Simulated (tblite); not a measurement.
Species: C₄H₁₁B₂Cl₂P.
Numbering: `[CH3:1][CH2:2][CH2:3][B:4]([PH2:5])[CH2:6][B:7]([Cl:8])[Cl:9]` (hydrogens: H10, H11, H12 on C1; H13, H14 on C2; H15, H16 on C3; H17, H18 on P5; H19, H20 on C6)

Computed with GFN2-xTB (tblite), gas phase: L-BFGS steps from a force-field or distance-geometry start until the largest atomic force falls under 0.01 eV/Å.

Step 0: E = -769.6203 eV
```
atom  x, y, z in Å  |  force x, y, z in eV/Å
C1      2.8985    0.5170    0.2654    0.023   0.231   0.045
C2      1.4928   -0.0276    0.5475    0.627  -0.406   0.920
C3      0.6826   -0.1549   -0.7253   -1.442   0.402  -0.591
B4     -0.7980   -0.6940   -0.4331    0.358  -0.145   0.049
P5     -1.0293   -2.5086    0.2360   -0.802   0.060   0.024
C6     -2.0787    0.2197   -0.6810   -0.072   0.443   0.267
B7     -2.0819    1.4517    0.3299    0.117   0.742   0.575
Cl8    -2.2696    1.1662    2.1508    0.174   0.407  -1.864
Cl9    -1.8151    3.1597   -0.2910   -0.245  -1.640   0.795
H10     2.8127    1.5315   -0.1799    0.205  -0.689   0.237
H11     3.4312   -0.1553   -0.4314   -0.211   0.454   0.375
H12     3.4622    0.5902    1.2144   -0.199  -0.019  -0.595
H13     1.5985   -1.0294    1.0454   -0.202   0.704  -0.384
H14     0.9902    0.6484    1.2699    0.135  -0.351  -0.402
H15     1.1675   -0.8380   -1.4359    0.138   0.220   0.205
H16     0.5907    0.8473   -1.2001    0.380  -0.507   0.133
H17    -2.0705   -2.8258   -0.7262    0.519   0.279   0.755
H18    -1.9423   -2.1172    1.2874    0.374  -0.222  -0.784
H19    -2.0482    0.5953   -1.7176   -0.118  -0.142   0.387
H20    -2.9986   -0.3655   -0.5282    0.242   0.178  -0.149
```

Step 1: E = -769.8208 eV
```
atom  x, y, z in Å  |  force x, y, z in eV/Å
C1      2.8988    0.5203    0.2661   -0.103  -0.061   0.067
C2      1.5018   -0.0334    0.5607    0.058   0.032  -0.092
C3      0.6620   -0.1492   -0.7338   -0.433  -0.080   0.072
B4     -0.7928   -0.6960   -0.4324   -0.054  -0.046   0.035
P5     -1.0408   -2.5077    0.2363   -0.383   0.027   0.012
C6     -2.0797    0.2260   -0.6772    0.072   0.308   0.363
B7     -2.0802    1.4623    0.3381    0.084   0.406   0.315
Cl8    -2.2671    1.1720    2.1242    0.141   0.368  -1.505
Cl9    -1.8186    3.1363   -0.2796   -0.188  -1.284   0.684
H10     2.8156    1.5217   -0.1765    0.130  -0.346   0.104
H11     3.4282   -0.1488   -0.4260   -0.114   0.317   0.237
H12     3.4594    0.5899    1.2059   -0.039   0.018  -0.335
H13     1.5956   -1.0193    1.0399   -0.111   0.208  -0.138
H14     0.9922    0.6434    1.2642    0.079  -0.225  -0.187
H15     1.1694   -0.8349   -1.4330    0.016   0.273   0.239
H16     0.5962    0.8400   -1.1981    0.259  -0.095  -0.033
H17    -2.0631   -2.8218   -0.7154    0.319   0.239   0.595
H18    -1.9370   -2.1203    1.2762    0.195  -0.149  -0.611
H19    -2.0499    0.5932   -1.7121   -0.099  -0.069   0.277
H20    -2.9952   -0.3630   -0.5303    0.171   0.160  -0.100
```

Task: Estimate the geometry and energy of step 2. (The exact step hangs on the optimiser's Hessian estimate; all steps are aligned on step 1, rigid shifts and turns removed.)

Result: E = -769.9919 eV, largest force 0.792 eV/Å
```
atom  x, y, z in Å  |  force x, y, z in eV/Å
C1      2.8957    0.5200    0.2687   -0.248  -0.202   0.007
C2      1.5082   -0.0353    0.5643   -0.396   0.223  -0.649
C3      0.6376   -0.1489   -0.7357    0.532  -0.167   0.359
B4     -0.7920   -0.6986   -0.4310   -0.468   0.031   0.063
P5     -1.0590   -2.5064    0.2369    0.496  -0.014  -0.008
C6     -2.0779    0.2391   -0.6635    0.168   0.005   0.236
B7     -2.0766    1.4807    0.3524    0.018  -0.356  -0.255
Cl8    -2.2613    1.1868    2.0621    0.028   0.202  -0.427
Cl9    -1.8265    3.0829   -0.2518   -0.025  -0.240   0.296
H10     2.8213    1.5055   -0.1714    0.024   0.157  -0.091
H11     3.4230   -0.1353   -0.4156    0.092  -0.025  -0.070
H12     3.4567    0.5904    1.1909    0.161   0.035   0.125
H13     1.5906   -1.0075    1.0326   -0.026  -0.280   0.078
H14     0.9957    0.6336    1.2552   -0.047   0.016   0.080
H15     1.1709   -0.8245   -1.4238   -0.064   0.158   0.175
H16     0.6073    0.8333   -1.1983    0.083   0.156  -0.110
H17    -2.0491   -2.8121   -0.6907   -0.141   0.108   0.183
H18    -1.9280   -2.1268    1.2508   -0.198   0.011  -0.174
H19    -2.0540    0.5900   -1.7004   -0.037   0.044   0.163
H20    -2.9879   -0.3565   -0.5346    0.047   0.137   0.018
```

The energy changes by -0.1711 eV. The first-order estimate −F·Δx gives -0.3107 eV and the mean of the old and new forces, exact on a quadratic surface, -0.1641 eV. The step makes an angle of 7° with the force vector and moves no atom by more than 0.064 Å.

What follows is the cost of the whole relaxation. Hardware: Arm Neoverse V1, one thread (shared host). Cost: 1.7 s.
